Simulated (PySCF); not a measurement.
Fine-structure interval of S(11+) by level of theory

S(11+) [He] 2s2 2p1 [2p1/2^1, M_J = 1/2] → S(11+) [He] 2s2 2p1 [2p3/2^1, M_J = 3/2], as a difference of total energies. Calculation: PySCF 2.14, in an even-tempered Gaussian basis (18 s from 1.7 bohr⁻², ratio 2.4; 11 p from 2.2 bohr⁻², ratio 2.4; 5 d from 8.3 bohr⁻², ratio 2.6; 5 f from 12 bohr⁻², ratio 2.6); the two-component X2C-1e Hamiltonian. Correlated levels: nothing frozen; the 36 highest virtual spinors dropped. "Screened" scales the spin-orbit matrix elements by Boettger's factors to mimic the two-electron term; Breit and QED terms are absent.

| method | fine-structure interval (cm⁻¹) |
| --- | --- |
| GHF (screened spin-orbit) | 14719 |
| GMP2 (screened spin-orbit) | 13857 |
| GHF (bare spin-orbit) | 16729 |
